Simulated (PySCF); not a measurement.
Structure from 2D NMR

Compound of formula C$_{8}$H$_{9}$ClSi. Correlations simulated from computed shifts and the bond graph:

HSQC (one-bond C–H):
```csv
δH,δC
6.78,148.6
6.59,138.5
6.58,148.6
5.54,85.7
5.47,94.0
5.05,55.7
2.32,85.0
```

COSY cross peaks (H two or three bonds apart, from the bond graph; peaks can be absent where the dihedral angle is near 90°):
```csv
δH,δH
6.78,6.59
6.78,6.58
6.59,6.58
6.59,4.69
6.59,4.42
5.54,4.69
5.54,4.42
5.47,5.05
4.69,4.42
```

HMBC (two and three bonds, from the bond graph):
```csv
δH,δC
6.78,138.5
6.59,"148.6, 85.7"
6.58,138.5
5.54,"223.2, 138.5, 94.0"
5.47,"223.2, 86.2, 85.7, 55.7"
5.05,"223.2, 94.0, 86.2, 85.0"
4.69,"223.2, 148.6, 138.5, 85.7"
4.42,"223.2, 148.6, 138.5, 85.7"
2.32,"86.2, 55.7"
```

Carbons without hydrogens: δ 223.2, 86.2.

[PySCF 2.14.0 with density-fitted response routines: coordinates at the GFN2-xTB level; shielding tensors at PBE0/pcSseg-1 (GIAO); one computed conformer; no solvent model; no relativistic terms]

Chemical shifts δ = σref − σ; TMS for 1H (σ = 31.72 ppm) and 13C (σ = 186.93 ppm), all at this level.

Exchangeable hydrogens are left out of these lists.

Task: Work out the connectivity.

Result: SMILES C#C[C@@H](Cl)C=C=C[SiH2]C=C.

Atom-mapped SMILES (the numbers label the heavy atoms): `[CH:1]#[C:2][C@@H:3]([Cl:4])[CH:5]=[C:6]=[CH:7][SiH2:8][CH:9]=[CH2:10]` (H(Xn): hydrogen on atom n). Ha(C10) is cis to Si8; Ha(Si8) is pro-R; Hb(Si8) is pro-S; Hb(C10) is trans to Si8.

- δC 223.2 is C6, a central carbon of an allene.
- δC 148.6 is C10, a terminal =CH2 carbon (δH 6.58, 6.78).
- δC 138.5 is C9, an alkene CH (δH 6.59).
- δC 94.0 is C5, a terminal carbon of a cumulated C=C=C unit (δH 5.47).
- δC 86.2 is C2, an alkyne carbon.
- δC 85.7 is C7, a terminal carbon of a cumulated C=C=C unit (δH 5.54).
- δC 85.0 is C1, a terminal alkyne carbon (δH 2.32).
- δC 55.7 is C3, an allylic sp3 CH bonded to Cl (δH 5.05).
- HMBC from δH 5.54 reaches the proton-free carbon C6.
- HMBC from δH 5.47 reaches the proton-free carbons C6, C2.
- HMBC from δH 5.05 reaches the proton-free carbons C6, C2.
- HMBC from δH 4.69 reaches the proton-free carbon C6.
- COSY links 6.78–6.59, 6.78–6.58, 6.59–6.58, 6.59–4.69, 6.59–4.42, 5.54–4.69.

The shifts were computed for this structure.

Carbons that carry Cl, above all several Cl atoms, come out too deshielded, partly because spin–orbit coupling is missing. Shifts are as computed. Against solution values, carbons near 30 ppm lie about +3 ppm off and those near 130 ppm about +5 ppm; carbons on Cl a further +6 ppm. Of 1309 compounds with measured shifts, 239 miss one by over three times the rms of a fit or turn the order of signals round; such compounds aren't used in these exercises.
